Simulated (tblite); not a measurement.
Give a GFN2-xTB geometry of `FC(F)=C(F)/P=C/C(F)(F)F`.

```xyz
12
C4HF6P angstrom
F      3.0704   -0.2280   -1.5056
C      2.8308   -0.3939   -0.2163
F      3.9349   -0.6708    0.4424
C      1.6002   -0.2808    0.2871
F      1.4223   -0.4609    1.6058
P      0.1738    0.1118   -0.7924
C     -1.0234    0.1154    0.3783
C     -2.4188    0.3966   -0.0386
F     -2.5054    0.6225   -1.3623
F     -2.9362    1.4780    0.5693
F     -3.2570   -0.6189    0.2322
H     -0.8903   -0.0716    1.4329
```

Any rigid rotation of these coordinates is as good. Atoms count from 1 in this order. The C–P distances run from 1.674 Å (P6=C7, drawn double) to 1.831 Å (C4–P6, drawn single), a spread of 0.157 Å. The C–C distances run from 1.334 Å (C2=C4, drawn double) to 1.483 Å (C7–C8, drawn single), a spread of 0.149 Å. Of the pairs four or more bonds apart, F5···H12 is among the closest relative to their van der Waals radii: 2.35 Å, 88 % of the sum of Bondi's values. The C–F distances run from 1.315 Å (C2–F3, drawn single) to 1.346 Å (C8–F9, drawn single), a spread of 0.031 Å.

Bonds between heavy atoms (Å): F1–C2 1.322, C2–F3 1.315, C2=C4 1.334, C4–F5 1.343, C4–P6 1.831, P6=C7 1.674, C7–C8 1.483, C8–F9 1.346, C8–F10 1.344, C8–F11 1.344.

Computed geometry: GFN2-xTB, gas phase.

Point group: Cs (every atom within 0.08 Å of its image). Its GFN2-xTB frequencies are all real (lowest 23 cm⁻¹). The numbers are those of one conformer (C2–C4–P6–C7 180°). 3 starts were optimised and ended at 0.00, 0.00 and 2.15 kcal/mol (GFN2-xTB); the lowest of these is shown.

The run took 0.75 s on one thread of an Arm Neoverse V1, on a shared host. That covers the optimisation of the geometry.
